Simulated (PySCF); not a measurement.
# Electric field gradients and quadrupole coupling constants

Species: C₇H₅F₃N₂.
Geometry (GFN2-xTB, Å), atoms numbered from 1 in this order:
```xyz
17
C7H5F3N2 angstrom
C      2.3518   -0.5759    0.4402
C      1.1190    0.2173    0.1582
C      1.1242    1.5488    0.6398
N      1.1542    2.6326    1.0110
C      0.0476   -0.2485   -0.5188
C      0.0400   -1.5636   -1.0379
N      0.0330   -2.6193   -1.4835
C     -1.2085    0.5539   -0.7394
C     -2.2451    0.1881    0.3174
F     -1.7748    0.3590    1.5612
F     -2.6396   -1.0876    0.2293
F     -3.3446    0.9427    0.2091
H      2.4547   -0.7157    1.5169
H      2.3063   -1.5489   -0.0426
H      3.2334   -0.0366    0.0942
H     -1.0114    1.6248   -0.6475
H     -1.6472    0.3410   -1.7174
```

Field gradients from the PBE0/pcSseg-1 density (PySCF, non-relativistic), principal values in atomic units, ordered |Vxx| ≤ |Vyy| ≤ |Vzz|:

```csv
atom,Vxx,Vyy,Vzz
N4,0.4789,0.5339,-1.0128
N7,0.4946,0.5092,-1.0038
```

Find the asymmetry η = (Vxx − Vyy)/Vzz and the couplings χ = eQV/h (234.96 MHz × Q in barn × V in au), with Q(14N) = 0.02044 b.

| atom | environment | nucleus | η | χzz (MHz) | χxx (MHz) | χyy (MHz) |
| --- | --- | --- | --- | --- | --- | --- |
| N4 | nitrile nitrogen | 14N | 0.05 | -4.864 | 2.300 | 2.564 |
| N7 | nitrile nitrogen | 14N | 0.01 | -4.821 | 2.375 | 2.445 |

The gradient is axial or nearly so (η below 0.05) at N7. 

What is Vzz at N4 in SI units (1 au = 9.71736 × 10²¹ V/m²)?

-1.0128 au = -9.841 × 10²¹ V/m².

And the gradient at the other heavy atoms, for which no coupling is worked out here?

| atom | environment | Vzz (au) | η |
| --- | --- | --- | --- |
| C1 | allylic carbon | 0.153 | 0.32 |
| C2 | fully substituted alkene carbon | -0.256 | 0.96 |
| C3 | nitrile carbon | -0.373 | 0.07 |
| C5 | fully substituted alkene carbon | -0.181 | 0.58 |
| C6 | nitrile carbon | -0.366 | 0.04 |
| C8 | allylic carbon | -0.147 | 0.74 |
| C9 | CF3 carbon | -0.414 | 0.01 |
| F10 | fluorine of a CF3 group | 2.908 | 0.03 |
| F11 | fluorine of a CF3 group | 2.906 | 0.04 |
| F12 | fluorine of a CF3 group | 2.914 | 0.03 |

Were the hydrogens deuterons (Q(2H) = 0.00286 b), χzz would run from 194 kHz (H16) to 205 kHz (H15, H14 and H13).

One conformer (not necessarily the lowest) at the GFN2-xTB geometry, without solvent, vibrations or thermal averaging. GFN2-xTB bond lengths can be off by several hundredths of an ångström, more for odd bonds, and the gradients follow them. The basis is small and wasn't made for field gradients, so the couplings can be 20 % off.

These values come from a run that also computed NMR shieldings. Hardware: one thread, Arm Neoverse V1 (aarch64), shared host with 32 logical CPUs at a one-minute load of 21. Cost: 56 s wall (grids of density and orbitals included), 1.0 GiB resident at most.
